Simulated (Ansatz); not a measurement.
```yaml
crystal:
  periodic: [false, false, false]
  atoms:
    - {symbol: S, position_ang: [-0.763720, 1.049611, -1.542156]}
    - {symbol: Si, position_ang: [-0.061273, 0.011360, 0.164934]}
    - {symbol: S, position_ang: [1.915165, -0.547663, -0.357195]}
    - {symbol: Cl, position_ang: [-1.162454, -1.660207, 0.629244]}
    - {symbol: H, position_ang: [-1.674499, 1.745612, -0.839407]}
    - {symbol: H, position_ang: [-0.152570, 0.879387, 1.357082]}
    - {symbol: H, position_ang: [1.960651, -1.545999, 0.541898]}
basis:
  gaussian: {orbitals: def2-SVP, point_charges: [{charge: 2.00, position_ang: [6.533, 0.797, 0.080]}]}
hamiltonian: {xc: {name: wB97M-V}}
accuracy: high
kpoints: {mp_grid: {grid: [2, 2, 2]}}
```

```sh
$ ansatz run in.yaml --threads 2 --pin off --events-out ev --progress --plain --max-ram 4352MiB
```

It prints (some lines left out):

```
Error: invalid value for `basis.gaussian`: such a run doesn't read kpoints; remove what it names
```

In this input the input holds a key that doesn't belong there. The program refused the input.
